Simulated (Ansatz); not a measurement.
Input file for C$_{2}$H$_{5}$FS$_{2}$Si (`FCC(=S)[SiH2]S`):

```yaml
crystal:
  periodic: [false, false, false]
  atoms:
    - {symbol: F, position_ang: [-2.050860, 0.160334, -0.671289]}
    - {symbol: C, position_ang: [-1.576587, -0.148188, 0.588716]}
    - {symbol: C, position_ang: [-0.082473, -0.156993, 0.614505]}
    - {symbol: S, position_ang: [0.704474, -0.497113, 1.982016]}
    - {symbol: Si, position_ang: [0.790548, 0.251267, -1.040155]}
    - {symbol: S, position_ang: [2.879123, 0.170794, -0.705031]}
    - {symbol: H, position_ang: [-1.961110, 0.596430, 1.292726]}
    - {symbol: H, position_ang: [-1.964761, -1.131768, 0.871071]}
    - {symbol: H, position_ang: [0.342878, 1.600211, -1.464972]}
    - {symbol: H, position_ang: [0.344393, -0.747726, -2.041949]}
    - {symbol: H, position_ang: [2.639974, -0.154245, 0.594862]}
basis:
  gaussian: {orbitals: def2-TZVPP}
correlation: {method: ccsd_t}
```

```sh
$ ansatz run in.yaml --threads 4 --pin off --events-out ev --progress --plain --max-ram 10444MiB
```

Output of Ansatz, abridged:

```
Functional definition: HF
1705 factors; integrals over basis functions are off by at most 1.0e-3 eV
mean field evaluation 1: about -34342.6724 eV, gradient 2.7e1 eV
mean field evaluation 2: about -34343.0610 eV, gradient 2.8e1 eV
mean field evaluation 4: about -34345.6619 eV, gradient 4.8e0 eV
mean field evaluation 8: about -34345.7433 eV, gradient 4.3e-1 eV
mean field evaluation 16: about -34345.7445 eV, gradient 1.6e-6 eV
mean field -34345.74448610 eV, -1262.1828294824 hartree, gradient 1.6e-6 eV, S^2 0.000000; 0 other end points of the search recorded, 0 dependent functions left out; unrestricted orbitals would lower it
18 core orbitals not correlated: weight in the atoms' cores, before any rotation towards them, 1.000 or more for the frozen orbitals, at most 0.000 for the correlated occupied ones
reference -34345.74448610 eV, -1262.1828294824 hartree; 18, 18 occupied and 253, 253 virtual orbitals, 1705 factors
second order -28.46011679 eV of doubles, -0.00000000 eV of singles
cycle   1  -29.04984938 eV  change   -5.9e-1 eV  update   1.3e-1
cycle   2  -29.81551037 eV  change   -7.7e-1 eV  update   4.1e-2
cycle   3  -30.00638190 eV  change   -1.9e-1 eV  update   2.3e-2
cycle   4  -29.98943457 eV  change    1.7e-2 eV  update   6.7e-3
cycle   5  -29.98676069 eV  change    2.7e-3 eV  update   3.5e-3
cycle   6  -29.98818468 eV  change   -1.4e-3 eV  update   1.1e-3
cycle   7  -29.98800008 eV  change    1.8e-4 eV  update   5.1e-4
cycle   8  -29.98797485 eV  change    2.5e-5 eV  update   1.8e-4
cycle   9  -29.98812489 eV  change   -1.5e-4 eV  update   7.3e-5
cycle  10  -29.98813688 eV  change   -1.2e-5 eV  update   2.8e-5
perturbative correction -1.36792502 eV, -0.0502703171 hartree
Total energy: -34377.10054800 eV, -1263.3351435032 hartree
```

Run time 3.5 min (4 threads of an Intel Xeon Platinum 8488C on a shared host); peak host memory 8.6 GiB.

Correlation energy per correlated electron: -0.871 eV. T1 diagnostic: 0.0149.
